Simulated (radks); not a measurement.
Neutral osmium, configuration [Xe] 4f14 5d6 6s2. Method: non-relativistic Kohn-Sham, PBE, spin-polarised, spherical densities, point nucleus; open shells are filled with parallel spins first (spin-orbit coupling, left out, can overturn this in heavy ions); relativity is left out, which matters for an element this heavy; computed with a radial shooting solver on a logarithmic mesh with Libxc functionals.

Unscreened Slater integrals over Kohn-Sham orbitals (eV). They are taken over the spin-up orbitals.

integral     value
F0(6s,6s)   7.5224
F0(6s,5d)   9.1158
G2(6s,5d)   1.7855
F0(6s,5p)   9.5258
G1(6s,5p)  0.55328
F0(5d,5d)   14.330
F2(5d,5d)   7.3202
F4(5d,5d)   4.8006
F0(5d,5p)   16.513
F2(5d,5p)   8.1152
G1(5d,5p)   9.8466
G3(5d,5p)   6.0619
F0(5p,5p)   20.115
F2(5p,5p)   10.856

Derived for the open shells (J is the average intra-shell exchange parameter used in DFT+U). 5d: Racah B = F2/49 - 5 F4/441 = 0.09496 eV, C = 35 F4/441 = 0.3810 eV, C/B = 4.01, F4/F2 = 0.656, J = (F2 + F4)/14 = 0.8658 eV.
